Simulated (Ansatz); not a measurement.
Geometry optimisation, RKS BHLYP-D4/def2-SVP in Ansatz 0.2.0.

The input (input.yaml):

```yaml
crystal:
  periodic: [false, false, false]
  atoms:
    - { symbol: Zn, position_ang: [-0.42247, -0.036218, -0.032899] }
    - { symbol: O, position_ang: [-0.451375, 0.211655, 1.735847] }
    - { symbol: H, position_ang: [-1.233492, -0.01625, 2.234606] }
    - { symbol: O, position_ang: [-0.49312, -0.209311, -1.788877] }
    - { symbol: H, position_ang: [0.309116, -0.514517, -2.20942] }
    - { symbol: O, position_ang: [2.26824, -0.587391, 1.126057] }
    - { symbol: Si, position_ang: [2.566563, -2.201153, 1.369115] }
    - { symbol: H, position_ang: [1.894706, -2.995069, 0.311857] }
    - { symbol: H, position_ang: [4.021094, -2.455757, 1.292019] }
    - { symbol: H, position_ang: [2.051545, -2.630621, 2.690887] }
    - { symbol: H, position_ang: [1.718092, -0.149969, 1.807506] }
basis:
  gaussian: { orbitals: def2-SVP }
hamiltonian:
  xc: { name: BHLYP }
  dispersion: d4
relax:
  f_tol: 0.03
  max_steps: 50
output:
  orbitals: {}
```

Command:

```bash
$ ansatz run input.yaml --threads 4 --pin off --max-ram 5120MiB --backend cpu --events-out ev --progress --plain --runs-dir out
```

Problem. Where does it end, and by what steps?

Solution. The run converged. The force dipped under the threshold on the way, but the program's further checks kept it going. After 23 steps the energy has fallen by 0.396 eV; H3 moved furthest, 1.27 Å. Joined: Zn1–O6 (2.98 → 2.17 Å).

| step | energy less start (eV) | largest force component (eV/Å) | accepted |
| --- | --- | --- | --- |
| 0 | 0.0000 | 0.781 | yes |
| 1 | -0.1664 | 0.579 | yes |
| 2 | -0.2577 | 0.742 | yes |
| 3 | -0.3035 | 0.607 | yes |
| 4 | -0.2996 | 0.879 | no |
| 5 | -0.3347 | 0.150 | yes |
| 6 | -0.3464 | 0.114 | yes |
| 7 | -0.3497 | 0.763 | yes |
| 8 | -0.3657 | 0.147 | yes |
| 9 | -0.3742 | 0.077 | yes |
| 10 | -0.3695 | 0.536 | no |
| 11 | -0.3779 | 0.059 | yes |
| 12 | -0.3797 | 0.213 | yes |
| 13 | -0.3815 | 0.129 | yes |
| 14 | -0.3861 | 0.070 | yes |
| 15 | -0.3897 | 0.019 | yes |
| 16 | -0.3832 | 0.297 | no |
| 17 | -0.3915 | 0.166 | yes |
| 18 | -0.3922 | 0.098 | yes |
| 19 | -0.3934 | 0.057 | yes |
| 20 | -0.3946 | 0.015 | yes |
| 21 | -0.3950 | 0.073 | yes |
| 22 | -0.3955 | 0.073 | yes |
| 23 | -0.3960 | 0.019 | yes |

```xyz
11
Properties=species:S:1:pos:R:3
Zn -0.141 -0.042 0.085
O -0.231 0.535 1.807
H -0.833 1.190 2.142
O -0.421 -0.240 -1.664
H 0.110 -0.910 -2.086
O 1.332 -1.222 1.156
Si 2.583 -2.313 1.285
H 2.725 -2.928 -0.048
H 3.839 -1.629 1.665
H 2.270 -3.347 2.295
H 0.998 -0.678 1.902
```

Run time: 93 s on 4 threads of Arm Neoverse N1 (shared host), peak memory 0.31 GiB.
